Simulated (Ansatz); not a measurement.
SbNH4 (SMILES [NH2][SbH2]), singlet: a trajectory.

The input file, in.yaml:

```yaml
crystal:
  periodic: [false, false, false]
  atoms:
    - {symbol: N, position_ang: [-0.223530, -0.901750, 0.025570]}
    - {symbol: Sb, position_ang: [0.745900, 0.891900, 0.032990]}
    - {symbol: H, position_ang: [0.142450, -1.495600, -0.710170]}
    - {symbol: H, position_ang: [-0.045280, -1.400810, 0.889940]}
    - {symbol: H, position_ang: [-0.175640, 1.385670, -1.297370]}
    - {symbol: H, position_ang: [-0.443890, 1.520600, 1.059030]}
basis:
  gaussian: {orbitals: def2-SVP}
hamiltonian: {xc: {name: CAM-B3LYP}, dispersion: d4}
md: {n_steps: 40, timestep: 0.5, temperature: 300, ensemble: nve, seed: 440, initial_velocities: maxwell_boltzmann}
```

Command:

```bash
ansatz run in.yaml --threads 2 --pin off --events-out ev --progress --plain --max-ram 3481MiB
```

The run's output (Ansatz 0.2.0):

```
Functional definition: CAM-B3LYP
  name "CAM-B3LYP"
  cite "Yanai, Tew & Handy, Chem. Phys. Lett. 393, 51 (2004) doi:10.1016/j.cplett.2004.06.011"
  cite "Iikura, Tsuneda, Yanai & Hirao, J. Chem. Phys. 115, 3540 (2001) doi:10.1063/1.1383587"
  cite "Becke, Phys. Rev. A 38, 3098 (1988) doi:10.1103/PhysRevA.38.3098"
  cite "Lee, Yang & Parr, Phys. Rev. B 37, 785 (1988) doi:10.1103/PhysRevB.37.785"
  cite "Vosko, Wilk & Nusair, Can. J. Phys. 58, 1200 (1980) doi:10.1139/p80-159"
  parameter alpha = 0.19
  parameter beta = 0.46
  parameter omega = 0.33/bohr
  parameter ac = 0.81
  # Exact exchange under (alpha + beta erf(omega r))/r, Becke's under what is left of 1/r.
  exchange = (1 - alpha - beta)*b88_x + beta*b88_x_sr(omega) + alpha*exact_x + beta*exact_x_lr(omega)
  correlation = (1 - ac)*vwn5_c + ac*lyp_c
746 factors; integrals over basis functions are off by at most 2.6e-4 eV
223 factors; integrals over basis functions are off by at most 9.4e-7 eV
mean field evaluation 1: about -8084.9464 eV, gradient 4.7e1 eV
mean field evaluation 2: about -8080.3362 eV, gradient 6.3e1 eV
mean field evaluation 4: about -8089.5294 eV, gradient 6.9e-1 eV
mean field evaluation 8: about -8089.5480 eV, gradient 1.1e-2 eV
mean field -8089.54796461 eV, -297.2854044067 hartree, gradient 6.1e-5 eV, S^2 0.000000; 0 other end points of the search recorded, 0 dependent functions left out
the calculation of the forces begins
reference -8089.54806993 eV, -297.2854082774 hartree; 17, 17 occupied and 43, 43 virtual orbitals, 746 factors
md step     0: t =     0.00 fs  T =   300.0 K  F+E_penalty+E_count = -8089.62270409 eV  E_kin = 0.155112 eV  conserved = -8089.46759210 eV  (25 SCF iters)
md step     1: t =     0.50 fs  T =   279.9 K  F+E_penalty+E_count = -8089.61209882 eV  E_kin = 0.144730 eV  conserved = -8089.46736923 eV  (29 SCF iters)
md step     2: t =     1.00 fs  T =   238.6 K  F+E_penalty+E_count = -8089.59011619 eV  E_kin = 0.123384 eV  conserved = -8089.46673240 eV  (31 SCF iters)
md step     3: t =     1.50 fs  T =   194.8 K  F+E_penalty+E_count = -8089.56673970 eV  E_kin = 0.100727 eV  conserved = -8089.46601281 eV  (31 SCF iters)
md step     4: t =     2.00 fs  T =   168.8 K  F+E_penalty+E_count = -8089.55293410 eV  E_kin = 0.087254 eV  conserved = -8089.46567987 eV  (31 SCF iters)
md step     5: t =     2.50 fs  T =   169.7 K  F+E_penalty+E_count = -8089.55372003 eV  E_kin = 0.087767 eV  conserved = -8089.46595267 eV  (30 SCF iters)
md step     6: t =     3.00 fs  T =   190.3 K  F+E_penalty+E_count = -8089.56498768 eV  E_kin = 0.098390 eV  conserved = -8089.46659804 eV  (31 SCF iters)
md step     7: t =     3.50 fs  T =   212.2 K  F+E_penalty+E_count = -8089.57685942 eV  E_kin = 0.109696 eV  conserved = -8089.46716389 eV  (31 SCF iters)
md step     8: t =     4.00 fs  T =   218.6 K  F+E_penalty+E_count = -8089.58037178 eV  E_kin = 0.113019 eV  conserved = -8089.46735256 eV  (31 SCF iters)
md step     9: t =     4.50 fs  T =   203.0 K  F+E_penalty+E_count = -8089.57212823 eV  E_kin = 0.104976 eV  conserved = -8089.46715255 eV  (31 SCF iters)
md step    10: t =     5.00 fs  T =   170.3 K  F+E_penalty+E_count = -8089.55476378 eV  E_kin = 0.088036 eV  conserved = -8089.46672805 eV  (31 SCF iters)
md step    11: t =     5.50 fs  T =   132.2 K  F+E_penalty+E_count = -8089.53461261 eV  E_kin = 0.068344 eV  conserved = -8089.46626845 eV  (31 SCF iters)
md step    12: t =     6.00 fs  T =   102.2 K  F+E_penalty+E_count = -8089.51877903 eV  E_kin = 0.052865 eV  conserved = -8089.46591384 eV  (31 SCF iters)
md step    13: t =     6.50 fs  T =    91.1 K  F+E_penalty+E_count = -8089.51283493 eV  E_kin = 0.047085 eV  conserved = -8089.46574979 eV  (32 SCF iters)
md step    14: t =     7.00 fs  T =   103.6 K  F+E_penalty+E_count = -8089.51936736 eV  E_kin = 0.053548 eV  conserved = -8089.46581904 eV  (31 SCF iters)
md step    15: t =     7.50 fs  T =   137.6 K  F+E_penalty+E_count = -8089.53725618 eV  E_kin = 0.071131 eV  conserved = -8089.46612492 eV  (31 SCF iters)
md step    16: t =     8.00 fs  T =   183.8 K  F+E_penalty+E_count = -8089.56166267 eV  E_kin = 0.095046 eV  conserved = -8089.46661691 eV  (26 SCF iters)
md step    17: t =     8.50 fs  T =   227.8 K  F+E_penalty+E_count = -8089.58494412 eV  E_kin = 0.117777 eV  conserved = -8089.46716676 eV  (31 SCF iters)
md step    18: t =     9.00 fs  T =   253.8 K  F+E_penalty+E_count = -8089.59879651 eV  E_kin = 0.131233 eV  conserved = -8089.46756338 eV  (31 SCF iters)
md step    19: t =     9.50 fs  T =   251.5 K  F+E_penalty+E_count = -8089.59758940 eV  E_kin = 0.130019 eV  conserved = -8089.46757085 eV  (31 SCF iters)
md step    20: t =    10.00 fs  T =   222.0 K  F+E_penalty+E_count = -8089.58186903 eV  E_kin = 0.114786 eV  conserved = -8089.46708296 eV  (30 SCF iters)
md step    21: t =    10.50 fs  T =   180.6 K  F+E_penalty+E_count = -8089.55966419 eV  E_kin = 0.093362 eV  conserved = -8089.46630190 eV  (30 SCF iters)
md step    22: t =    11.00 fs  T =   149.7 K  F+E_penalty+E_count = -8089.54314113 eV  E_kin = 0.077424 eV  conserved = -8089.46571673 eV  (30 SCF iters)
md step    23: t =    11.50 fs  T =   146.0 K  F+E_penalty+E_count = -8089.54125088 eV  E_kin = 0.075508 eV  conserved = -8089.46574311 eV  (30 SCF iters)
md step    24: t =    12.00 fs  T =   168.9 K  F+E_penalty+E_count = -8089.55366064 eV  E_kin = 0.087327 eV  conserved = -8089.46633357 eV  (31 SCF iters)
md step    25: t =    12.50 fs  T =   201.9 K  F+E_penalty+E_count = -8089.57142076 eV  E_kin = 0.104388 eV  conserved = -8089.46703322 eV  (31 SCF iters)
md step    26: t =    13.00 fs  T =   224.8 K  F+E_penalty+E_count = -8089.58361178 eV  E_kin = 0.116208 eV  conserved = -8089.46740380 eV  (31 SCF iters)
md step    27: t =    13.50 fs  T =   225.7 K  F+E_penalty+E_count = -8089.58399686 eV  E_kin = 0.116678 eV  conserved = -8089.46731856 eV  (31 SCF iters)
md step    28: t =    14.00 fs  T =   205.7 K  F+E_penalty+E_count = -8089.57326692 eV  E_kin = 0.106348 eV  conserved = -8089.46691877 eV  (30 SCF iters)
md step    29: t =    14.50 fs  T =   175.5 K  F+E_penalty+E_count = -8089.55717337 eV  E_kin = 0.090744 eV  conserved = -8089.46642971 eV  (31 SCF iters)
md step    30: t =    15.00 fs  T =   149.1 K  F+E_penalty+E_count = -8089.54313762 eV  E_kin = 0.077104 eV  conserved = -8089.46603344 eV  (30 SCF iters)
md step    31: t =    15.50 fs  T =   138.3 K  F+E_penalty+E_count = -8089.53732940 eV  E_kin = 0.071494 eV  conserved = -8089.46583541 eV  (31 SCF iters)
md step    32: t =    16.00 fs  T =   148.9 K  F+E_penalty+E_count = -8089.54287524 eV  E_kin = 0.076998 eV  conserved = -8089.46587692 eV  (31 SCF iters)
md step    33: t =    16.50 fs  T =   179.8 K  F+E_penalty+E_count = -8089.55911111 eV  E_kin = 0.092960 eV  conserved = -8089.46615147 eV  (26 SCF iters)
md step    34: t =    17.00 fs  T =   222.6 K  F+E_penalty+E_count = -8089.58167558 eV  E_kin = 0.115068 eV  conserved = -8089.46660736 eV  (31 SCF iters)
md step    35: t =    17.50 fs  T =   263.6 K  F+E_penalty+E_count = -8089.60341221 eV  E_kin = 0.136278 eV  conserved = -8089.46713396 eV  (31 SCF iters)
md step    36: t =    18.00 fs  T =   287.6 K  F+E_penalty+E_count = -8089.61623738 eV  E_kin = 0.148686 eV  conserved = -8089.46755133 eV  (31 SCF iters)
md step    37: t =    18.50 fs  T =   283.2 K  F+E_penalty+E_count = -8089.61404861 eV  E_kin = 0.146412 eV  conserved = -8089.46763681 eV  (31 SCF iters)
md step    38: t =    19.00 fs  T =   249.3 K  F+E_penalty+E_count = -8089.59611514 eV  E_kin = 0.128877 eV  conserved = -8089.46723844 eV  (31 SCF iters)
md step    39: t =    19.50 fs  T =   198.6 K  F+E_penalty+E_count = -8089.56914115 eV  E_kin = 0.102685 eV  conserved = -8089.46645567 eV  (31 SCF iters)
md step    40: t =    20.00 fs  T =   154.2 K  F+E_penalty+E_count = -8089.54542023 eV  E_kin = 0.079709 eV  conserved = -8089.46571139 eV  (25 SCF iters)
Total energy: -8089.54552869 eV, -297.2853148885 hartree
Atom 0 at    -0.201602    -0.932631     0.025051 Å, force    -0.221291     0.913940    -2.545087 eV/Å
Atom 1 at     0.743319     0.893290     0.031276 Å, force     0.395503     0.118932     0.786367 eV/Å
Atom 2 at     0.126330    -1.614073    -0.666842 Å, force     0.050713     0.346892     0.291198 eV/Å
Atom 3 at    -0.251060    -1.349991     0.898299 Å, force    -0.068201    -1.076449     2.244429 eV/Å
Atom 4 at    -0.056725     1.588225    -1.284056 Å, force    -0.411624     0.059329    -0.296014 eV/Å
Atom 5 at    -0.333882     1.646919     1.208236 Å, force     0.254899    -0.362644    -0.480893 eV/Å
Dipole moment:     0.212798    -0.141678     0.039098 e Å

[the SCF lines of later steps are left out]
```

Hardware: 2 CPU threads of an Arm Neoverse V2, shared host. Wall time about 44 s.
